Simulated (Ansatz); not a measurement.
Ansatz (a quantum-chemistry and plane-wave program) input (CCSD(T)/def2-SVPD):

Ansatz 0.2 input:
```yaml
crystal:
  periodic: [false, false, false]
  atoms:
    - {symbol: B, position_ang: [-0.01579509, 0.40555182, -0.00301507]}
    - {symbol: Cl, position_ang: [-0.08349558, 2.14381667, -0.01593818]}
    - {symbol: Br, position_ang: [1.67383269, -0.48534880, -0.00895730]}
    - {symbol: Br, position_ang: [-1.63102126, -0.61386955, 0.01712943]}
basis:
  gaussian:
    orbitals: def2-SVPD
magnetization: {spin_polarized: false}
correlation: {method: ccsd_t, electrons: outside_noble_gas}
output: {forces: true}
```

End of the output:

```
integrals: 0.26 GiB planned
1230 factors; integrals over basis functions are off by at most 1.0e-3 eV
mean field: 1.10 GiB planned
mean field evaluation 1: about -153153.4378 eV, gradient 2.0e1 eV
mean field evaluation 2: about -153153.5987 eV, gradient 2.0e1 eV
mean field evaluation 4: about -153155.0601 eV, gradient 2.1e0 eV
mean field evaluation 8: about -153155.0953 eV, gradient 1.4e-1 eV
mean field evaluation 16: about -153154.3631 eV, gradient 1.3e1 eV
mean field -153155.09536594 eV, -5628.3459424463 hartree, gradient 2.6e-6 eV, S^2 0.000000; 0 other end points of the search recorded, 0 dependent functions left out
34 core orbitals not correlated
reference -153155.09536594 eV, -5628.3459424463 hartree; 12, 12 occupied and 83, 83 virtual orbitals, 1230 factors
densities: 0.81 GiB planned
second order -13.02444611 eV of doubles, -0.00000000 eV of singles
coupled cluster: 0.50 GiB planned
cycle   1  -13.53980001 eV  change   -5.2e-1 eV  update   9.0e-2
cycle   2  -13.82449134 eV  change   -2.8e-1 eV  update   2.5e-2
cycle   3  -13.88923754 eV  change   -6.5e-2 eV  update   1.4e-2
cycle   4  -13.88410654 eV  change    5.1e-3 eV  update   3.9e-3
cycle   5  -13.88250023 eV  change    1.6e-3 eV  update   1.4e-3
cycle   6  -13.88240305 eV  change    9.7e-5 eV  update   3.1e-4
cycle   7  -13.88241470 eV  change   -1.2e-5 eV  update   9.4e-5
cycle   8  -13.88244162 eV  change   -2.7e-5 eV  update   3.0e-5
cycle   9  -13.88244275 eV  change   -1.1e-6 eV  update   1.4e-5
cycle  10  -13.88243760 eV  change    5.1e-6 eV  update   5.2e-6
perturbative correction -0.48951084 eV, -0.0179891917 hartree
the calculation of the forces begins
Total energy: -153169.46731439 eV, -5628.8741018099 hartree
Atom 0 at    -0.015795     0.405552    -0.003015 Å, force     0.009639    -0.247490     0.001840 eV/Å
Atom 1 at    -0.083496     2.143817    -0.015938 Å, force    -0.016119     0.413858    -0.003077 eV/Å
Atom 2 at     1.673833    -0.485349    -0.008957 Å, force     0.172781    -0.076591    -0.000720 eV/Å
Atom 3 at    -1.631021    -0.613870     0.017129 Å, force    -0.166301    -0.089777     0.001957 eV/Å
Dipole moment:     0.000158    -0.004064     0.000030 e Å
```
